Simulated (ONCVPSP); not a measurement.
## Pseudopotential generation for Ba (Z = 56): ONCV, LDA (Perdew-Wang 92), scalar-relativistic.

ONCVPSP 4.0.1 input, shortened (lines: element, Z, core and valence counts, functional; n l f; lmax; l rc ep ncon nbas qcut; lloc lpopt rc5 dvloc0; l nproj debl; icmod fcfact rcfact), LDA (Perdew-Wang 92), scalar-relativistic:

```
  Ba 56.00   10    3  -001012      upf
    1    0    2.00
    2    0    2.00
    2    1    6.00
    3    0    2.00
    3    1    6.00
    3    2   10.00
    4    0    2.00
    4    1    6.00
    4    2   10.00
    5    0    2.00
    5    1    6.00
    6    0    1.00
    6    1    1.00
    3
    0    3.90    0.00    3    5    2.00
    1    3.05    0.00    4    8    4.30
    2    3.40    0.35    5    8    3.30
    3    4.05    0.36    4    7    3.00
    4    5    2.50    0.00
    0    2    0.80
    1    2    2.20
    2    2    1.70
    3    1    0.90
    2    0.55    1.00
```

All-electron outer shells of the reference configuration (LDA (PZ), scalar-relativistic, ld1.x):

| shell | level (eV) | outermost node (bohr) | outermost maximum (bohr) |
| --- | --- | --- | --- |
| 5s | -34.96 | 0.80 | 1.47 |
| 5p | -19.93 | 0.86 | 1.67 |
| 6s | -3.96 | 1.96 | 4.00 |
| 6p | -1.78 | 2.34 | 5.27 |

Does this generation succeed?

No. ONCVPSP 4.0.1 stopped with "test_data: must have ncon+3 <= nbas <= ncon+5, l= 0": the input breaks a rule of the program on the basis size: nbas must lie between ncon + 3 and ncon + 5.
